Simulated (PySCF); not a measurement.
Species: C8H12BN.
Bonds: B1–N2, N2–C3 (aromatic), C3–C4 (aromatic), C4–C5 (aromatic), C5–C6 (aromatic), C6–C7 (aromatic), C7–C8, C8–C9, C9–C10, N2–C7 (aromatic), C8–C10. Hydrogens: H11, H12, H13 on B1; H14 on C3; H15 on C4; H16 on C5; H17 on C6; H18 on C8; H19, H20 on C9; H21, H22 on C10.

Level of theory: PySCF 2.14.0, PBE0-D3(BJ)/def2-SVP geometry optimisation, gas phase.

(1) What internal coordinates does the optimisation give?

## Answers

(1) 
| bond | length (Å) | order |
| --- | --- | --- |
| B1–N2 | 1.605 | single |
| N2–C3 | 1.344 | aromatic |
| C3–C4 | 1.383 | aromatic |
| C4–C5 | 1.394 | aromatic |
| C5–C6 | 1.386 | aromatic |
| C6–C7 | 1.400 | aromatic |
| C7–C8 | 1.474 | single |
| C8–C9, C8–C10 | 1.511 | single |
| C9–C10 | 1.487 | single |
| N2–C7 | 1.354 | aromatic |
| B1–H11, B1–H12, B1–H13 | 1.226 | single |
| C3–H14 | 1.090 | single |
| C4–H15 | 1.090 | single |
| C5–H16 | 1.092 | single |
| C6–H17 | 1.091 | single |
| C8–H18 | 1.089 | single |
| C9–H19, C10–H21 | 1.093 | single |
| C9–H20, C10–H22 | 1.094 | single |

Bonds in one row agree within 0.01 Å and their mean is given. Orders are formal, as drawn. A selection of angles:
| angle | degrees |
| --- | --- |
| B1–N2–C3 | 117.9 |
| B1–N2–C7 | 122.4 |
| C3–N2–C7 | 119.7 |
| N2–C3–C4 | 123.0 |
| C3–C4–C5 | 118.3 |
| C4–C5–C6 | 118.6 |
| C5–C6–C7 | 120.7 |
| C6–C7–C8 | 122.1 |
| N2–C7–C6 | 119.7 |
| N2–C7–C8 | 118.2 |
| C7–C8–C9 | 120.8 |
| C7–C8–C10 | 120.1 |
| C9–C8–C10 | 58.9 |
| C8–C9–C10 | 60.6 |
| C8–C10–C9 | 60.4 |

Torsions: C6–C7–C8–C9 -31° (synclinal); C7–C8–C9–C10 109° (anticlinal); C7–C8–C10–C9 -110° (anticlinal). The mirror-image conformer, all signs reversed, is as good.

The 8 C–C bonds span 1.383 Å (C3–C4, aromatic) to 1.512 Å (C8–C10, drawn single), a spread of 0.129 Å. The 3-membered ring C8–C9–C10 has internal angles of 58.9° to 60.6°. Of the pairs four or more bonds apart, H13···H14 is among the closest relative to their van der Waals radii: 2.10 Å, 87 % of the sum of Bondi's values. B1 (four-coordinate boron) is tetrahedral (angles from 106.0° to 112.3°). The 6-membered ring N2–C3–C4–C5–C6–C7 has internal angles of 118.3° to 123.0°; it is planar, 0.00 Å rms from its mean plane, widest ring torsion 0°. N2 (nitrogen bonded to B and 2 C) is planar (angles 122.4°, 119.7° and 117.9°, sum 360.0°, 0.00 Å off the plane of its three neighbours).

Point group: near Cs, missed by 0.16 Å at most; the miss may be what the optimiser left on a soft mode. Not checked by PBE0-D3(BJ)/def2-SVP frequencies. One conformer, not necessarily the lowest.

The run took 2.0 min of wall time on one thread of an Arm Neoverse V2, on a shared host, and the process peaked at 0.93 GiB of memory. These figures are those of the optimisation.
